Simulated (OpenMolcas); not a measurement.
# Co3+, Rh3+, Ir3+: d⁶ down the group

```
Program             : OpenMolcas
Method              : MS-CASPT2, IPEA 0.25 Eh, imaginary shift 0.1 Eh
Basis               : ANO-R3
Scalar Hamiltonian  : X2C, finite nucleus
Spin-orbit coupling : RASSI with atomic mean-field integrals over the reference wave functions, term energies averaged over their components
```

Active space for each ion: 6 electrons in 5 orbitals (d); closed shells correlated by CASPT2: Co3+ 3s 3p; Rh3+ 4s 4p; Ir3+ 5s 5p.

Computed levels in cm-1 above ⁵D₄:

```csv
Level,Co3+,Rh3+,Ir3+
⁵D₃,626,1572,6150
⁵D₂,1060,2450,5560
⁵D₁,1337,3050,9100
⁵D₀,1473,3330,9320
³H₆,23680,17880,19460
³H₅,23980,18170,29610
³P₁(1),24380,21950,35770
³F₂(1),25830,20710,23290
³G₅,29040,22340,19060
weight of ⁵D in the lowest level (%),100,98,82
```

Mixed levels, with the weight of the term that names them: Ir3+ ⁵D₂ (62 %), Ir3+ ³H₅ (51 %), Ir3+ ³P₁(1) (70 %), Ir3+ ³F₂(1) (70 %), Ir3+ ³G₅ (51 %).

Measured, with the error of the calculation in %. Measured levels: Co3+ from Sugar and Corliss, J. Phys. Chem. Ref. Data 10, 1097 (1981).

| Level | Co3+ |
| --- | --- |
| ⁵D₃ | 639 (-2.0) |
| ⁵D₂ | 1078 (-1.7) |
| ⁵D₀ | 1494 (-1.4) |
| ³H₆ | 23680 (0) |
| ³H₅ | 24032 (-0.2) |
| ³P₁(1) | 24729 (-1.4) |
| ³F₂(1) | 25969 (-0.6) |
| ³G₅ | 29022 (+0.1) |

The fine-structure level ⁵D₀ changes by a factor of 6.33 from Co3+ to Ir3+.

Without spin-orbit coupling ³H lies 23360, 17100, 15860 cm-1 above ⁵D in that order; the difference to the level ³H₆, of either sign, comes from spin-orbit coupling, which also lowers the zero.

CASPT2 does not keep the components of a term degenerate, so their means are used; among the terms shown or strongly mixed into the levels shown the widest spread is 1100 cm-1 (5d⁶ ¹I, Ir3+). The CASPT2 spread within a term exceeds the gap to the next term for 5d⁶ ³D and 5d⁶ ¹I, so the order of their levels is uncertain (holds for Ir3+). Measured partners are found by configuration, term and J. A level has none where our copy of the source lacks it or the pairing is in doubt (some pairs that miss far off the trend of their configuration count as doubtful), and it then counts in no deviation. Only configurations of the active space appear.

A number in round brackets counts repeated terms of one configuration in the order of the reference energies.
